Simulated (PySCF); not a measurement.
## Computed spin Hamiltonian

Compound: C5H5N2Si (doublet state).
Cartesian coordinates in Å at the GFN2-xTB level; atoms count from 1:
```
atom  x, y, z in Å
N1     3.7203    0.9013   -0.6324
C2     2.7552    0.7155   -0.0446
Si3    1.1787    0.4231    0.9150
C4    -0.1647    0.2742   -0.4224
C5    -0.7097   -1.0868   -0.8186
C6    -1.4914   -0.1581   -0.0059
C7    -2.5788    0.0785    0.7336
N8    -3.5278    0.2988    1.3728
H9     0.9400    1.5908    1.7598
H10    1.3158   -0.8427    1.6350
H11   -0.1227    1.0335   -1.1988
H12   -0.3043   -1.9737   -0.3453
H13   -1.0151   -1.2539   -1.8445
```

The hyperfine couplings belong to this conformer and change with its torsions.

As a line formula: `N#C[SiH2][C@H]1C[C]1C#N` [radical].

Computed, not measured: UKS B3LYP, pcH-1 on C H N Si, non-relativistic, mean-field spin-orbit, GIAO in PySCF. The structure is a single GFN2-xTB conformer in the gas phase; no vibrational or solvent corrections. The geometry wasn't refined by DFT: couplings that depend on bond lengths, twists or pyramidal angles can differ widely from those at the functional's own minimum. No stability test was run, so a lower SCF solution isn't excluded.

```json
{
  "g1, g2, g3": "2.00221, 2.00358, 2.00373",
  "g_iso": "2.00317",
  "Form of g": "close to axial: the two nearest values differ by 10 % of g3 − g1",
  "⟨S²⟩": "0.7659 (exact 0.7500)",
  "Basis functions": "260"
}
```

Isotropic coupling and dipolar principal values T1 to T3, in MHz:

```json
{"atom": "N1", "isotope": "14N", "a_iso": "0.2", "of which spin–orbit": "0.0", "T1": "-0.2", "T2": "-0.1", "T3": "0.4", "Mulliken spin population": "0.00"}
{"atom": "C2", "isotope": "13C", "a_iso": "5.2", "of which spin–orbit": "0.0", "T1": "-0.6", "T2": "-0.4", "T3": "1.0", "Mulliken spin population": "0.00"}
{"atom": "Si3", "isotope": "29Si", "a_iso": "-55.7", "of which spin–orbit": "0.1", "T1": "-10.1", "T2": "4.9", "T3": "5.2", "Mulliken spin population": "0.04"}
{"atom": "C4", "isotope": "13C", "a_iso": "-21.5", "of which spin–orbit": "0.0", "T1": "-4.0", "T2": "1.2", "T3": "2.9", "Mulliken spin population": "-0.05"}
{"atom": "C5", "isotope": "13C", "a_iso": "-22.0", "of which spin–orbit": "0.0", "T1": "-3.7", "T2": "0.8", "T3": "2.9", "Mulliken spin population": "-0.05"}
{"atom": "C6", "isotope": "13C", "a_iso": "76.5", "of which spin–orbit": "-0.1", "T1": "-66.1", "T2": "-61.3", "T3": "127.4", "Mulliken spin population": "0.76"}
{"atom": "C7", "isotope": "13C", "a_iso": "-61.8", "of which spin–orbit": "0.0", "T1": "-21.0", "T2": "-2.2", "T3": "23.1", "Mulliken spin population": "-0.21"}
{"atom": "N8", "isotope": "14N", "a_iso": "10.3", "of which spin–orbit": "0.0", "T1": "-20.8", "T2": "-15.6", "T3": "36.4", "Mulliken spin population": "0.43"}
{"atom": "H9", "isotope": "1H", "a_iso": "-1.7", "of which spin–orbit": "0.0", "T1": "-1.5", "T2": "-1.1", "T3": "2.6", "Mulliken spin population": "0.00"}
{"atom": "H10", "isotope": "1H", "a_iso": "-0.5", "of which spin–orbit": "0.0", "T1": "-1.8", "T2": "-1.3", "T3": "3.1", "Mulliken spin population": "0.00"}
{"atom": "H11", "isotope": "1H", "a_iso": "87.8", "of which spin–orbit": "0.0", "T1": "-3.7", "T2": "-3.2", "T3": "6.9", "Mulliken spin population": "0.04"}
{"atom": "H12", "isotope": "1H", "a_iso": "57.8", "of which spin–orbit": "0.0", "T1": "-3.4", "T2": "-2.9", "T3": "6.2", "Mulliken spin population": "0.02"}
{"atom": "H13", "isotope": "1H", "a_iso": "61.8", "of which spin–orbit": "0.0", "T1": "-3.4", "T2": "-3.2", "T3": "6.6", "Mulliken spin population": "0.02"}
```

The largest Mulliken spin populations are on C6 (+0.76), N8 (+0.43) and C7 (-0.21). The angles at C6 add up to 359.5°, so it is planar.

Axes: g2 points within 11° of the C6–C7 bond.

Under fast tumbling the dipolar parts average out, and these isotropic splittings remain: 1 × 1H (H11, I = 1/2, 2 lines) with 3.13 mT, 1 × 1H (H13, I = 1/2, 2 lines) with 2.20 mT, 1 × 1H (H12, I = 1/2, 2 lines) with 2.06 mT, 1 × 14N (N8, I = 1, 3 lines) with 0.37 mT and 1 × 1H (H9, I = 1/2, 2 lines) with 0.06 mT.

The 13C coupling of C6 (76.5 MHz) shows only in satellite lines or after enrichment, since that isotope makes up about 1.07 % of natural carbon.

The 29Si coupling of Si3 (-55.7 MHz) shows only in satellite lines or after enrichment, since that isotope makes up about 4.7 % of natural silicon.

β density exceeds α density at some nuclei, such as C7 (-0.0550), C5 (-0.0196) and C4 (-0.0191), spin density in bohr⁻³. In a single determinant that takes different orbitals for the two spins, that is spin polarisation.
